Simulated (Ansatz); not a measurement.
Consider the hydrogenolysis of a Ge–C bond: `C#[C][GeH]([CH3])[F]` + H₂ → `[CH3][GeH2][F]` + `C#C`.

Computed with Ansatz on PBE0-D4/def2-TZVP structures; ΔE is electronic, products minus reactants. CCSD(T)/CBS adds triple-zeta CCSD(T) − MP2 to the extrapolated MP2 energy (def2 sets, frozen cores). This one scheme is used for every species. For Ge outer-core shells are correlated without core-valence functions, which leaves a few kJ/mol of doubt a bond. Scalar relativity is left out up to krypton.

```json
{"species": "`C#[C][GeH]([CH3])[F]`", "HF/def2-SVP energy (Eh)": "-2290.87493"}
{"species": "H₂", "HF/def2-SVP energy (Eh)": "-1.12893"}
{"species": "`[CH3][GeH2][F]`", "HF/def2-SVP energy (Eh)": "-2215.24799"}
{"species": "`C#C`", "HF/def2-SVP energy (Eh)": "-76.76245"}
```

Question: Work out ΔE.

Answer: ΔE = (-2215.24799) + (-76.76245) − (-2290.87493) − (-1.12893) = -0.00658 Eh = -17.3 kJ/mol. CCSD(T)/CBS gives +5.2 kJ/mol.

Largest T1 diagnostic among the species: 0.013.

The D4 term adds +8.1 kJ/mol with B3LYP and +4.6 kJ/mol with PBE0; it sums over pairs of atoms, weighted by their polarisabilities, and B3LYP, whose exchange is more repulsive, gets the larger term. Leaving LDA and LC-ωPBE aside and taking each functional with its dispersion term where it has one, the values, not all of them listed here, spread over 10.8 kJ/mol, from CAM-B3LYP-D4 to revPBE-D4. In def2-TZVPP, CCSD(T) changes the Hartree–Fock value by +20.9 kJ/mol (the triples alone add +4.9 kJ/mol) and MP2 by +28.5 kJ/mol.

B3LYP here is the variant with VWN-RPA as its local correlation; programs differ in this.
